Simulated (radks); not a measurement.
The numbers below are computed, except where a source is named.
Task: Excited configurations of Au II: one electron is placed in a higher orbital outside [Xe] 4f14 5d9. The ground configuration is [Xe] 4f14 5d10. Level of theory: scalar-relativistic Kohn-Sham, r2SCAN, spin-polarised, spherical densities, finite nucleus; open shells are filled with parallel spins first (spin-orbit coupling, left out, can overturn this in heavy ions); meta-GGA in the generalised Kohn-Sham scheme; Fermi nuclear charge, rms radius 5.4371 fm (a radial shooting solver on a logarithmic mesh with Libxc functionals). Excitation = E - E(ground); binding = E(ion) - E, where the ion is the core of charge +2; n* = 2/sqrt(2 binding) in atomic units, and the quantum defect is n - n*.

| outer orbital | excitation (eV) | binding (eV) | n* | quantum defect | eigenvalue (eV) | <r> (bohr) |
|---|---|---|---|---|---|---|
| 6s | 2.355 | 18.806 | 1.701 | 4.299 | -15.193 | 2.526 |
| 6d | 15.609 | 5.552 | 3.131 | 2.869 | -4.049 | 5.997 |
| 6f | 18.851 | 2.310 | 4.853 | 1.147 | -1.753 | 14.95 |
| 7s | 14.033 | 7.129 | 2.763 | 4.237 | -5.747 | 5.986 |
| 7p | 15.879 | 5.283 | 3.210 | 3.790 | -4.197 | 7.583 |
| 7f | 19.523 | 1.638 | 5.763 | 1.237 | -1.283 | 22.68 |

Estimate the row for 7d.

Result: excitation (eV) 17.900; binding (eV) 3.261; n* 4.085; quantum defect 2.915; eigenvalue (eV) -2.520; <r> (bohr) 11.40. The Delta-SCF ionisation energy is 21.161 eV (NIST Atomic Spectra Database: 20.20 eV, measured). Self-interaction in the functional shifts the binding energies and quantum defects, so they are the method's values and not measured ones. Open shells are spherical and high-spin; term and fine-structure splittings are not resolved. Spin-orbit splitting is averaged out at the scalar-relativistic level.
